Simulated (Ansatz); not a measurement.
Basis sets compared for Si₆H₁₂, a cluster cut from the lattice of silicon. Total charge 0; singlet. Geometry B3LYP-D4/def2-SVP. Ansatz on 4 threads of AMD EPYC 7B13 on a shared host; times are rough, and most runs start from earlier orbitals.

Cartesian coordinates in Å:
```
Si 1.950 0.825 -0.767
Si -1.713 1.448 0.205
Si 0.122 -1.657 1.519
Si 1.710 -1.449 -0.207
Si -1.949 -0.826 0.768
Si -0.120 1.659 -1.517
H 3.004 1.006 -1.812
H 2.363 1.583 0.454
H -3.025 2.029 -0.213
H -1.228 2.195 1.406
H -0.004 -3.081 1.956
H 0.573 -0.844 2.691
H 1.220 -2.194 -1.407
H 3.023 -2.035 0.206
H -2.361 -1.587 -0.452
H -3.003 -1.007 1.812
H -0.569 0.851 -2.693
H 0.007 3.085 -1.949
```

Binding counts from free atoms (Si triplet, H doublet) in the same basis, without a counterpoise term.

| level | functions | energy (Eh) | HOMO (eV) | LUMO (eV) | binding per atom (eV) | wall time |
| --- | --- | --- | --- | --- | --- | --- |
| PBE-D4/def2-SVP | 168 | -1742.7351 | -6.85 | -1.38 | 3.03 | 1.8 s |
| PBE0-D4/def2-SVP | 168 | -1742.9223 | -7.89 | -0.67 | 3.03 | 2.8 s |

(1) Estimate the rows for PBE-D4/def2-TZVP (with forces), PBE0-D4/def2-TZVP.

## Answers

(1) 
```
                         level  functions  energy (Eh)  HOMO (eV)  LUMO (eV)  binding per atom (eV)  wall time
PBE-D4/def2-TZVP (with forces)        294   -1743.3430      -6.79      -1.57                   3.04      4.2 s
             PBE0-D4/def2-TZVP        294   -1743.5239      -7.79      -0.81                   3.05        8 s
```
